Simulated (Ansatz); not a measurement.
Total energies of K3O⁺ (the lowest singlet isomer of a short search) from Ansatz at PBE-D4/def2-TZVP, gas phase (1 Eh = 27.2114 eV = 2625.5 kJ/mol). The reference geometry is relaxed at r2SCAN-D4/def2-TZVP.

```tsv
atom	x (Å)	y (Å)	z (Å)
K1	-1.274	1.886	0.626
K2	2.352	0.048	0.193
K3	-1.078	-1.933	-0.820
O4	0.000	-0.001	0.002
```

```json
{"state": "charge 1 singlet", "geometry": "reference", "energy (Eh)": "-1874.21133"}
{"state": "charge 0 doublet", "geometry": "reference", "energy (Eh)": "-1874.32776"}
{"state": "charge 1 triplet", "geometry": "relaxed at r2SCAN-D4/def2-TZVP", "energy (Eh)": "-1874.13446"}
{"state": "charge 1 quintet", "geometry": "relaxed at r2SCAN-D4/def2-TZVP", "energy (Eh)": "-1873.98512"}
```

Q: Work out the vertical electron affinity, to the doublet.

A: E(charge 1 singlet) − E(charge 0 doublet) = -1874.21133 − (-1874.32776) = 0.11643 Eh = 3.17 eV.

Q: Which of the charge 1 states is lowest, and how far above it are the others?

A: The singlet. triplet: -1874.13446 − (-1874.21133) = 0.07687 Eh = 201.8 kJ/mol; quintet: -1873.98512 − (-1874.21133) = 0.22621 Eh = 593.9 kJ/mol. The triplet differs in its bonds from the reference. The quintet differs in its bonds from the reference.

The structure comes from a short search, and lower isomers may exist.
